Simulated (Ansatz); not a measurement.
`[CH3][GaH][CH2]F` and `[CH3][GaH][CH3]` differ in one atom or group.

Ansatz, PBE0-D4/def2-TZVP geometries, multiplicity 1. Each molecule was computed in one conformer, which needn't be the lowest.

Scalar relativity is left out up to krypton.

| property | `[CH3][GaH][CH2]F` |
| --- | --- |
| HOMO energy (B3LYP/def2-TZVPP) / eV | -7.30 |
| HOMO–LUMO gap (ωB97M-V/def2-TZVPP) / eV | 10.19 |
| size of the dipole moment (B3LYP/def2-TZVPP) / D | 1.22 |
| HOMO energy (PBE0/def2-TZVPP) / eV | -7.51 |
| HOMO energy (PBE/def2-TZVPP) / eV | -6.15 |
| LUMO energy (PBE/def2-TZVPP) / eV | -2.02 |

(1) What does the change do to each property? (Estimate.)

Answers

(1) The calculation gave: 
| property | `[CH3][GaH][CH3]` | shift |
| --- | --- | --- |
| HOMO energy (B3LYP/def2-TZVPP) / eV | -7.43 | -0.13 |
| HOMO–LUMO gap (ωB97M-V/def2-TZVPP) / eV | 10.58 | 0.39 |
| size of the dipole moment (B3LYP/def2-TZVPP) / D | 0.61 | -0.61 |
| HOMO energy (PBE0/def2-TZVPP) / eV | -7.66 | -0.15 |
| HOMO energy (PBE/def2-TZVPP) / eV | -6.44 | -0.29 |
| LUMO energy (PBE/def2-TZVPP) / eV | -1.77 | 0.25 |

With PBE0 the HOMO falls by 0.15 eV and the LUMO rises by 0.27 eV, so the gap widens by about 0.42 eV. PBE moves the HOMO by -0.29 eV and ωB97M-V by -0.11 eV. Dipoles are sizes alone; their direction can turn.

B3LYP here is the variant with VWN-RPA as its local correlation; programs differ in this.
